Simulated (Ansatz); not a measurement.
Reaction (ligand exchange at a Ge–C bond): `[GeH3][CH]1[CH2][GaH]1` + `F[SiH](F)S` → `F[SiH](F)[S][GeH3]` + `[CH2]1[CH2][GaH]1`

Program: Ansatz. Geometries: PBE0-D4/def2-TZVP. ΔE: electronic, gas phase. CBS: MP2 limit from def2 TZ/QZ plus the TZ coupled-cluster correction, frozen cores. Functionals use def2-TZVPP. B3LYP here is the variant with VWN-RPA as its local correlation; programs differ in this. For Ga, Ge outer-core shells are correlated without core-valence functions, which leaves a few kJ/mol of doubt a bond. Scalar relativity is left out up to krypton. Each species was taken in one conformer, which may not be the lowest.

`[GeH3][CH]1[CH2][GaH]1`:

Z-matrix (Å, degrees):
```
Ge
Ga 1 3.055
C 1 1.927 2 56.9
H 1 1.529 2 116.9 3 -103.4
H 1 1.539 2 130.1 3 92.9
H 1 1.588 2 45.4 3 161.2
C 2 2.400 1 61.1 3 -30.0
H 2 1.663 1 63.6 3 82.7
H 3 1.083 1 120.8 2 -108.3
H 7 1.086 2 94.6 1 -84.5
H 7 1.087 2 106.8 1 157.5
```

`F[SiH](F)S`:

Z-matrix (Å, degrees):
```
Si
F 1 1.585
S 1 2.104 2 111.3
F 1 1.585 2 105.3 3 120.8
H 1 1.470 2 109.7 3 -121.2
H 3 1.346 1 93.3 2 58.6
```

`F[SiH](F)[S][GeH3]`:

Cartesian coordinates in Å:
```
F -1.528 1.347 1.100
Si -1.219 1.005 -0.419
F 0.046 1.892 -0.791
S -0.817 -1.029 -0.697
Ge 1.169 -1.126 0.349
H -2.369 1.419 -1.238
H 1.151 -0.171 1.547
H 1.295 -2.585 0.796
H 2.271 -0.752 -0.647
```

`[CH2]1[CH2][GaH]1`:

```xyz
8

C    -0.029    0.394   -0.805
C     0.686   -0.531    0.229
Ga   -0.991    0.206    0.869
H    -0.399   -0.093   -1.704
H     0.479    1.325   -1.045
H     1.629   -0.163    0.626
H     0.757   -1.582   -0.038
H    -2.131    0.443    1.868
```

```json
{"level": "PBE-D4", "ΔE (kJ/mol)": "2.8"}
{"level": "ωB97X-V", "ΔE (kJ/mol)": "-32.3"}
{"level": "B2PLYP", "ΔE (kJ/mol)": "-8.2"}
{"level": "B3LYP", "ΔE (kJ/mol)": "1.5"}
```

What does CCSD(T)/CBS give? (Best estimate.)

The calculation gave: -5.7 kJ/mol. The listed levels differ from it by 8.5, -26.6, -2.5, 7.2 kJ/mol.

Largest T1 diagnostic among the species: 0.016.

The D4 term adds +4.5 kJ/mol with B3LYP and +2.2 kJ/mol with PBE0; it sums over pairs of atoms, weighted by their polarisabilities, and B3LYP, whose exchange is more repulsive, gets the larger term. From PBE to PBE0 (25 % exact exchange), in def2-TZVPP and without D4, ΔE moves by −16.5 kJ/mol.
